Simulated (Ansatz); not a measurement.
Ansatz (a first-principles code) input (PBE/def2-SVP):

Ansatz 0.2 input:
```yaml
crystal:
  periodic: [false, false, false]
  atoms:
    - {symbol: F, position_ang: [1.61414200, -0.75939700, -0.00912200]}
    - {symbol: C, position_ang: [0.70663300, 0.38027100, -0.03316300]}
    - {symbol: C, position_ang: [-0.52663400, -0.12917800, 0.01840300]}
    - {symbol: F, position_ang: [-1.63954400, 0.72176300, 0.01129500]}
    - {symbol: H, position_ang: [-0.85137100, -1.16785500, 0.06900200]}
basis:
  gaussian:
    orbitals: def2-SVP
hamiltonian:
  xc: {name: PBE}
total_charge: -1
output: {forces: true}
```

Output:

```
Functional definition: PBE
integrals: 0.01 GiB planned
670 factors; their error is unknown
mean field: 0.11 GiB planned
mean field evaluation 1: about -7502.9348 eV, gradient 5.0e1 eV
mean field evaluation 2: about -7492.5596 eV, gradient 8.8e1 eV
mean field evaluation 4: about -7507.6652 eV, gradient 1.0e1 eV
mean field evaluation 8: about -7507.9282 eV, gradient 1.6e-1 eV
mean field evaluation 16: about -7507.8820 eV, gradient 3.6e-5 eV
mean field -7507.88197002 eV, -275.9095733731 hartree, gradient 3.6e-5 eV, S^2 0.000000; 0 other end points of the search recorded, 0 dependent functions left out
the calculation of the forces begins
reference -7507.88198892 eV, -275.9095740677 hartree; 16, 16 occupied and 45, 45 virtual orbitals, 670 factors
Total energy: -7507.88198892 eV, -275.9095740677 hartree
Atom 0 at     1.614142    -0.759397    -0.009122 Å, force    -0.016188     0.086455    -0.003135 eV/Å
Atom 1 at     0.706633     0.380271    -0.033163 Å, force     1.186380     0.245545    -0.039598 eV/Å
Atom 2 at    -0.526634    -0.129178     0.018403 Å, force    -0.862743     0.541054    -0.000656 eV/Å
Atom 3 at    -1.639544     0.721763     0.011295 Å, force    -0.075725    -0.024660     0.002895 eV/Å
Atom 4 at    -0.851371    -1.167855     0.069002 Å, force    -0.231724    -0.848393     0.040494 eV/Å
Dipole moment:    -0.398339    -0.374485     0.025248 e Å
```

The dipole moment of an ion depends on the origin.

The geometry given is a B3LYP-D3(BJ)/def2-TZVP minimum.
